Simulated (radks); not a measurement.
Valence configurations of Lu (all share [Xe]). All-electron calculation, Dirac Kohn-Sham, PBE, spin-unpolarised, spherical densities, point nucleus; open shells fill j = l - 1/2 first. Program: a radial shooting solver on a logarithmic mesh with Libxc functionals. Energies are relative to 4f14 5d1 6s2; eigenvalues in eV.

4f14 5d1 6s2: E (eV) 0.000; e(4f5/2) -10.287; e(4f7/2) -8.765; e(5d3/2) -1.866; e(6s1/2) -4.609
4f14 5d1 6s1 6p1: E (eV) 3.134; e(4f5/2) -11.527; e(4f7/2) -10.005; e(5d3/2) -2.805; e(6p1/2) -2.112; e(6s1/2) -5.320
4f14 5d1 6s1.5 6p0.5: E (eV) 1.548; e(4f5/2) -10.918; e(4f7/2) -9.396; e(5d3/2) -2.346; e(6p1/2) -1.843; e(6s1/2) -4.978
4f14 5d0.5 6s1.5 6p1: E (eV) 1.925; e(4f5/2) -12.351; e(4f7/2) -10.828; e(5d3/2) -3.245; e(6p1/2) -2.225; e(6s1/2) -5.560
4f14 5d3: E (eV) 5.887; e(4f5/2) -8.642; e(4f7/2) -7.121; e(5d3/2) -1.197
4f14 5d2 6s1: E (eV) 2.864; e(4f5/2) -9.229; e(4f7/2) -7.708; e(5d3/2) -1.379; e(6s1/2) -4.341
4f14 6s2 6p1: E (eV) 0.827; e(4f5/2) -13.301; e(4f7/2) -11.777; e(6p1/2) -2.362; e(6s1/2) -5.837
4f13 5d1 6s2 6p1: E (eV) 11.739; e(4f5/2) -20.646; e(4f7/2) -19.044; e(5d3/2) -5.128; e(6p1/2) -2.495; e(6s1/2) -6.259
4f13 5d2 6s1.5 6p0.5: E (eV) 11.469; e(4f5/2) -17.944; e(4f7/2) -16.344; e(5d3/2) -3.445; e(6p1/2) -1.923; e(6s1/2) -5.319
4f14 5d1.5 6s1.5: E (eV) 1.405; e(4f5/2) -9.689; e(4f7/2) -8.167; e(5d3/2) -1.577; e(6s1/2) -4.447

NIST lists [Xe] 4f14 5d1 6s2 as the ground configuration; this level of theory agrees among the configurations tried. The energies are those of spherical spin-averaged densities, not of single terms.
